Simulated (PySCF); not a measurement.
Br2GeH2. Atoms are numbered in the order given.

```xyz
5

Ge     0.0000     0.0000    -0.8839
Br     1.8954     0.0000     0.4529
Br    -1.8954     0.0000     0.4529
H      0.0000    -1.2927    -1.7109
H      0.0000     1.2927    -1.7109
```
Charge 0, spin multiplicity 1.

Geometry optimised at B3LYP-D3(BJ)/def2-SVP.

All values below come from TDA-PBE0/def2-SVPD run with PySCF.

Vertical excitations. Isolated molecule, no solvent. State labels are in the subgroup C2v.

| state | symmetry | energy (eV) | λ (nm) | f | main pairs |
|---|---|---|---|---|---|
| S1 | B2 | 5.58 | 222 | 0.015 | HOMO→LUMO 98 % |
| S2 | B1 | 5.70 | 218 | 0.042 | HOMO−1→LUMO 93 % |
| S3 | A2 | 5.76 | 215 | 0.000 | HOMO−2→LUMO 97 % |
| S4 | A1 | 5.95 | 208 | 0.016 | HOMO−3→LUMO 97 % |
| S5 | A2 | 6.55 | 189 | 0.000 | HOMO→LUMO+1 97 % |
| S6 | A1 | 6.62 | 187 | 0.008 | HOMO−1→LUMO+1 95 % |
| S7 | B2 | 6.82 | 182 | 0.013 | HOMO−2→LUMO+1 98 % |
| S8 | B1 | 7.10 | 175 | 0.019 | HOMO−3→LUMO+1 83 % |
| S9 | B2 | 7.38 | 168 | 0.004 | HOMO→LUMO+2 98 % |
| S10 | B1 | 7.42 | 167 | 0.027 | HOMO−1→LUMO+2 91 % |
| T1 | B1 | 5.09 | 244 | 0 | HOMO−1→LUMO 96 % |
| T2 | B2 | 5.10 | 243 | 0 | HOMO→LUMO 94 % |
| T3 | A2 | 5.33 | 233 | 0 | HOMO−2→LUMO 90 % |
| T4 | A1 | 5.46 | 227 | 0 | HOMO−3→LUMO 91 % |
Triplets are in the Tamm–Dancoff approximation.
